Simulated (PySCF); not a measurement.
## Ionising CaHg

r²SCAN; PySCF, scalar-relativistic core potentials, basis sets Ca def2-SVP, Hg def2-SVP with ECP60. Neutral (UKS): singlet (closed shell), Re = 3.715 Å, ωe = 48.4 cm⁻¹, De = 0.09 eV, HOMO -3.70 eV, LUMO -1.58 eV.

CaHg⁺ (UKS): doublet (σ ↑), Re = 3.228 Å, ωe = 104 cm⁻¹, De = 0.49 eV to Ca⁺ + Hg. The energies at the minima are -831.00576 hartree for CaHg and -830.80478 for CaHg⁺.

Question: Work out the adiabatic ionisation energy, without and with harmonic zero-point energies (1 hartree = 27.2114 eV, 1 eV = 8065.5 cm⁻¹), and the change of the bond length.

Answer: At r²SCAN: 0.20098 hartree = 5.469 eV between the minima; the zero-point term (104.0 − 48.4)/2 cm⁻¹ = +0.003 eV makes it 5.472 eV. Re changes by -48.7 pm against the neutral. Minus the HOMO energy is 3.70 eV, -1.77 eV from the value between the minima; self-interaction puts the Kohn–Sham level too high, less so with exact exchange. The electron leaves a σ orbital, and the shorter bond of the ion fits an antibonding orbital, or a change in how ionic the bond is.

Closed-shell solutions of metal pairs were not tested for spin polarisation, which can lower them a little. Weak bonds: CaHg, CaHg⁺. Basis-set superposition, not corrected here, can be much of De in a small basis, most of all at correlated wavefunction levels. Spin–orbit coupling is left out. For an ion De counts to the pair picked by the measured ionisation energies or electron affinities, which need not be the lowest pair at this level. States were picked by a PBE0 search and need not be the measured ground states.
